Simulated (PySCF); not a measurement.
C4H12GeN2.
Structure used (PBE0-D3(BJ)/def2-SVP), in Å, numbered top down from 1:
```xyz
19
C4H12GeN2 angstrom
C      2.6893    0.5247    0.6244
N      1.3163    0.3946    0.2358
C      1.0291   -0.0226   -0.9205
C     -0.4019   -0.1320   -1.3817
N     -1.4072   -0.0537   -0.3622
C     -1.5890   -1.2691    0.3947
Ge    -1.5803    1.5249    0.5860
H      2.8798   -0.0879    1.5206
H      3.4112    0.2325   -0.1645
H      2.8905    1.5682    0.9168
H      1.8148   -0.2897   -1.6624
H     -0.5551    0.6649   -2.1365
H     -0.5176   -1.0779   -1.9464
H     -1.8070   -2.1156   -0.2820
H     -0.7134   -1.5507    1.0151
H     -2.4549   -1.1709    1.0695
H     -0.9303    1.4936    1.9836
H     -0.9872    2.6419   -0.2895
H     -3.0976    1.7600    0.7809
```

Level: CAM-B3LYP/def2-SVPD in PySCF, non-relativistic, on one gas-phase PBE0-D3(BJ)/def2-SVP geometry that isn't relaxed in the solvent. The solvent is an IEF-PCM continuum (Bondi radii, 1.10 Å for H, scaled by 1.2). The model holds no explicit solvent molecules, cavitation or dispersion. Spin–orbit coupling is left out although an atom past zinc is present.

Gas phase at CAM-B3LYP/def2-SVPD: HOMO -7.45 eV, LUMO 1.00 eV, dipole 2.12 D.

Task: What does the continuum do to the energy, the frontier levels and the dipole at CAM-B3LYP/def2-SVPD in methanol and acetonitrile?

Result: 
```
     solvent      ε  E(solvent) − E(gas) (kJ/mol)  polarisation term (kJ/mol)  distortion of the solute (kJ/mol)  HOMO (eV)  LUMO (eV)  dipole (D)
    methanol  32.61                        -14.15                      -16.99                               2.84      -7.50       1.12        2.86
acetonitrile  35.69                        -14.23                      -17.10                               2.87      -7.50       1.12        2.87
```

The first energy column is the sum of the next two and covers electrostatics alone. The atom shares or the degeneracy of the LUMO differ from the gas phase in methanol and acetonitrile, so that column needn't follow one orbital. From methanol to acetonitrile the lowering changes by a factor 1.01, Onsager's factor (ε − 1)/(2ε + 1) by 1.00 and ε itself by 1.1.

Task: Which radius a makes the point-dipole formula ΔE = −[(ε − 1)/(2ε + 1)]·μ²/a³ give the value in acetonitrile, with the gas-phase dipole?

Result: μ = 0.832 au and |ΔE| = 0.00542 Eh give a = 2.09 Å; the farthest nucleus lies 3.57 Å from the centroid of the nuclei, so such a sphere wouldn't even hold the nuclei. The formula assumes a rigid point dipole at the centre of a sphere.

Task: Give the dipole vector in the frame of the coordinates (D, pointing from negative to positive charge), gas and acetonitrile.

Result: Gas (1.73, -0.77, -0.95), solvent (2.17, -1.06, -1.54). Its length changes by +36 % and its direction by 6°.

Task: How does the static polarisability (CAM-B3LYP/def2-SVPD, frozen core, with the continuum's full static response) change?

Result: 
| medium | isotropic (au) | principal values (au) | ⟨r²⟩ of the electrons (bohr²) |
| --- | --- | --- | --- |
| gas | 97.0 | 86.1, 100.1, 104.8 | 1341.7 |
| methanol | 132.1 | 119.0, 134.2, 143.0 | 1340.1 |
| acetonitrile | 132.3 | 119.2, 134.3, 143.3 | 1340.0 |

The isotropic value in acetonitrile is 1.36 times the gas-phase one; no cavity-field correction is applied. ⟨r²⟩ is taken about the centre of nuclear charge.
